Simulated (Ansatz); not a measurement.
A structure relaxed at PBE0-D4/def2-SVP in Ansatz, charge 0, doublet:

Cartesian coordinates in Å:
```
Nb 0.2580 0.4252 -0.0270
S 0.1016 -1.2809 1.5619
S 1.3804 0.3192 2.0486
S -0.4754 1.1793 -2.1419
S -1.2646 -0.6428 -1.4416
```

**Question.** Give its formula.

**Answer.** NbS₄.

**Question.** Summarise the bond lengths by kind (pairs closer than 1.2 times the sum of covalent radii, bridged metal pairs left out).

**Answer.** 4 × Nb–S 2.34 to 2.36 Å; 2 × S–S 2.11 Å. The metal has 4 neighbours: S 2.34 Å, S 2.36 Å, S 2.36 Å, S 2.34 Å.

In the def2 sets Nb takes a core potential; there is no spin–orbit coupling. The relaxation made no stability test and no search for a lower SCF solution. No other spin state of charge 0 was run. Another isomer (doublet) lies 0.18 eV lower at PBE0-D4/def2-TZVP; other spin states weren't run for this one.
